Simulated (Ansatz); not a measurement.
Li16⁺, relaxed as a doublet with UKS PBE/def2-SVP in Ansatz, starting from packed atoms. Force threshold 0.02 eV/Å.

The structure comes from a short search, and lower isomers may exist.

Start:

Cartesian coordinates in Å:
```
Li -2.266 -0.481 1.002
Li 0.055 0.165 2.355
Li -0.255 3.549 -0.859
Li -0.030 -0.157 -0.133
Li 2.310 -0.083 -1.256
Li 0.465 1.307 -2.209
Li -2.074 -2.260 -2.569
Li -1.200 -2.431 -0.095
Li 0.671 -1.859 -2.492
Li 2.654 0.521 2.298
Li -1.893 0.116 -1.594
Li -1.628 1.836 0.266
Li 1.428 1.975 0.531
Li -0.852 2.810 2.481
Li 0.777 -3.617 1.214
Li 1.839 -1.392 1.060
```

| step | energy (eV) | largest force component (eV/Å) | SCF passes |
| --- | --- | --- | --- |
| 1 | -3256.1725 | 1.108 | 66 |
| 2 | -3257.1776 | 0.597 | 57 |
| 3 | -3257.8059 | 0.346 | 52 |
| 4 | -3258.1317 | 0.173 | 44 |
| 5 | -3258.2807 | 0.075 | 44 |
| 6 | -3258.3657 | 0.096 | 44 |
| 7 | -3258.4253 | 0.107 | 46 |
| 8 | -3258.4802 | 0.108 | 45 |
| 9 | -3258.5315 | 0.096 | 56 |
| 10 | -3258.5783 | 0.071 | 58 |
| 11 | -3258.6285 | 0.047 | 80 |
| 13 | -3258.7545 | 0.225 | 49 |
| 15 | -3258.9828 | 0.089 | 49 |
| 17 | -3259.1510 | 0.100 | 40 |
| 19 | -3259.2394 | 0.088 | 42 |
| 21 | -3259.2984 | 0.158 | 49 |
| 23 | -3259.3591 | 0.103 | 54 |
| 25 | -3259.4561 | 0.063 | 49 |
| 27 | -3259.5244 | 0.029 | 39 |
| 29 | -3259.5525 | 0.030 | 29 |
| 31 | -3259.5565 | 0.011 | 32 |
| 33 | -3259.5637 | 0.015 | 29 |
| 35 | -3259.5685 | 0.019 | 30 |

Force components are those of the run's own axes.

End:

```csv
atom,x (Å),y (Å),z (Å)
Li1,-3.0758,-1.0232,1.5986
Li2,0.0132,-0.7527,2.2469
Li3,0.6521,3.5400,-0.6157
Li4,-1.1223,-1.0264,-0.3389
Li5,3.0296,1.1508,-1.6370
Li6,-0.0938,0.8437,-2.2387
Li7,-0.7019,-2.2507,-2.7606
Li8,-3.0428,-2.9284,-0.8369
Li9,1.6335,-1.5505,-0.7322
Li10,3.1620,2.7294,1.0301
Li11,-3.1881,0.0376,-1.7746
Li12,-1.6510,1.6204,0.5587
Li13,1.1227,1.0242,0.3377
Li14,0.5915,2.3321,2.6995
Li15,-0.4281,-3.4785,0.7015
Li16,3.0992,-0.2677,1.7616
```

Bonds lost: Li1–Li11, Li2–Li10, Li3–Li6, Li4–Li5, Li4–Li16, Li5–Li16, Li6–Li11, Li7–Li11 (atoms count from 1). Bonds formed: Li4–Li7, Li4–Li15, Li9–Li13, Li13–Li16 (atoms count from 1). Metal–metal contacts that move far: Li3–Li12 2.47 to 3.22 Å, Li5–Li6 2.50 to 3.20 Å, Li10–Li16 2.42 to 3.09 Å, Li1–Li12 2.51 to 3.18 Å, Li11–Li12 2.55 to 3.21 Å, Li12–Li14 2.54 to 3.18 Å.

The force fell under the threshold at step 31, but the optimiser went on and released 0.012 eV more. No frequencies were taken in this run, so the end may be a saddle point.

Hardware: 4 threads of Arm Neoverse V1 on a shared host. Wall time 3.7 min.
